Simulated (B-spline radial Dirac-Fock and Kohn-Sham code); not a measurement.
**The L3 (2p3/2) level from Nd to Ir**

Calculated with a radial finite-basis atomic code, using multi-electron Dirac-Fock with separately optimised hole states, Breit and Lamb-shift corrections added in first order. Free neutral atoms, energies in eV. Correlation and solid-state effects are left out. Relaxation, Breit and QED are contributions to the binding energy. "Screened" places the removed electron in the lowest shell with room, a model of an edge from the Fermi level; tabulated edges (Elam, Ravel and Sieber 2002) are for the standard state, and for monatomic gases they compare with the unscreened value. A dash: no value, or a hole state left out as unreliable.

| Z | element | binding | relaxation | Breit | QED | screened | tabulated edge |
| --- | --- | --- | --- | --- | --- | --- | --- |
| 60 | Nd | 6213.3 | -44.9 | -12.55 | -0.47 | 6207.6 | 6208 |
| 61 | Pm | 6464.3 | -45.9 | -13.30 | -0.53 | 6458.7 | 6459 |
| 62 | Sm | 6720.1 | -46.9 | -14.07 | -0.59 | 6714.6 | 6716 |
| 63 | Eu | 6980.7 | -47.9 | -14.88 | -0.65 | 6975.4 | 6977 |
| 64 | Gd | 7254.6 | -48.2 | -15.70 | -0.71 | 7248.2 | 7243 |
| 65 | Tb | 7516.7 | -49.9 | -16.57 | -0.79 | 7511.5 | 7514 |
| 66 | Dy | 7792.0 | -50.9 | -17.45 | -0.87 | 7787.0 | 7790 |
| 67 | Ho | 8072.3 | -51.9 | -18.37 | -0.95 | 8067.4 | 8071 |
| 68 | Er | 8357.5 | -52.8 | -19.32 | -1.04 | 8352.8 | 8358 |
| 69 | Tm | 8647.7 | -53.8 | -20.29 | -1.14 | 8643.1 | 8648 |
| 70 | Yb | 8942.9 | -54.8 | -21.30 | -1.24 | 8938.4 | 8944 |
| 71 | Lu | 9252.0 | -55.3 | -22.33 | -1.34 | 9246.4 | 9244 |
| 72 | Hf | 9566.8 | -55.6 | -23.39 | -1.45 | 9560.1 | 9561 |
| 73 | Ta | 9887.3 | -55.9 | -24.49 | -1.57 | 9879.6 | 9881 |
| 74 | W | 10213.6 | -56.3 | -25.64 | -1.69 | 10204.8 | 10207 |
| 75 | Re | 10545.5 | -56.7 | -26.80 | -1.83 | 10535.6 | 10535 |
| 76 | Os | 10883.2 | -57.2 | -28.01 | -1.96 | 10872.2 | 10871 |
| 77 | Ir | 11226.5 | -57.6 | -29.25 | -2.11 | 11214.4 | 11215 |

Question: With what power of Z do the binding energy and the Breit term grow over this range?

Answer: Between the end points the binding energy grows as Z^2.37 and the Breit term as Z^3.39.
